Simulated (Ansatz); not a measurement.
```yaml
crystal:
  periodic: [false, false, false]
  atoms:
    - {symbol: Cl, position_ang: [-1.262357, 0.017618, -1.434409]}
    - {symbol: C, position_ang: [-0.699087, -1.040453, -0.104288]}
    - {symbol: C, position_ang: [0.608464, -0.766740, 0.195975]}
    - {symbol: In, position_ang: [0.452693, 1.537204, 0.367927]}
    - {symbol: H, position_ang: [-1.203163, -0.476706, 0.492068]}
    - {symbol: H, position_ang: [-0.788959, -1.979800, -0.747275]}
    - {symbol: H, position_ang: [1.106987, -1.178498, 1.047028]}
    - {symbol: H, position_ang: [1.324552, -0.863166, -0.620845]}
    - {symbol: H, position_ang: [-0.482877, 2.397389, 1.624155]}
    - {symbol: H, position_ang: [1.642198, 2.230130, -0.695239]}
basis:
  gaussian: {orbitals: def2-mTZVP, fitting: {mean_field: cc-pVTZ-jkfit}}
hamiltonian: {xc: {name: r2SCANh}, dispersion: d4}
output: {forces: true}
```

```sh
$ ansatz run in.yaml --threads 4 --pin off --events-out ev --progress --plain --max-ram 10444MiB
```

Question: How does Ansatz answer? (Best estimate.)

Answer: Ansatz gave: The input was rejected before any iteration.
```
Functional definition: r2SCANh
  name "r2SCANh"
  cite "Bursch, Neugebauer, Ehlert & Grimme, J. Chem. Phys. 156, 134105 (2022) doi:10.1063/5.0086040"
  cite "Furness, Kaplan, Ning, Perdew & Sun, J. Phys. Chem. Lett. 11, 8208 (2020) doi:10.1021/acs.jpclett.0c02405"
  cite "Furness, Kaplan, Ning, Perdew & Sun, J. Phys. Chem. Lett. 11, 9248 (2020) doi:10.1021/acs.jpclett.0c03077"
  parent r2scan
  parameter a = 0.1
  parameter k0 = 0.174
  parameter k1 = 0.065
  parameter a1 = 4.9479
  exchange = (1 - a)*r2scan_x(k0 = k0, k1 = k1, a1 = a1) + a*exact_x
  correlation = r2scan_c
Error: <dir> the basis set cc-pVTZ-JKFIT has no functions for In
```
